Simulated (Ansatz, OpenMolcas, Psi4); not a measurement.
**How methods differ on InNH4 (SMILES [NH2][InH2])**

InNH4: 6 atoms, total charge 0, spin state singlet. SMILES: `[NH2][InH2]`. The coordinates come from a PBE0-D4/def2-TZVP relaxation.

Quantity: the HOMO–LUMO gap, in eV. The values are calculated.

```
                             level                    kind     program  value (eV)  CPU time
      HF/def2-SVP (core potential)            Hartree–Fock      Ansatz       11.60     2.2 s
   SVWN5/def2-SVP (core potential)                     LDA        Psi4        3.83     8.9 s
    BLYP/def2-SVP (core potential)                     GGA        Psi4        3.79      12 s
  revPBE/def2-SVP (core potential)                     GGA        Psi4        3.90      14 s
   BHLYP/def2-SVP (core potential)           global hybrid  OpenMolcas        7.70       9 s
   wB97X/def2-SVP (core potential)  range-separated hybrid      Ansatz       10.04      23 s
  B2PLYP/def2-SVP (core potential)           double hybrid  OpenMolcas        7.90     7.3 s
PBE-QIDH/def2-SVP (core potential)           double hybrid      Ansatz        9.37     8.6 s
```

The values span 3.79 to 11.60 eV. Orbital gaps aren't excitation energies, and those of double hybrids come from the SCF part alone; they tend to grow with the share of exact exchange. CPU times are rough (shared hosts, several kinds of processor and program).
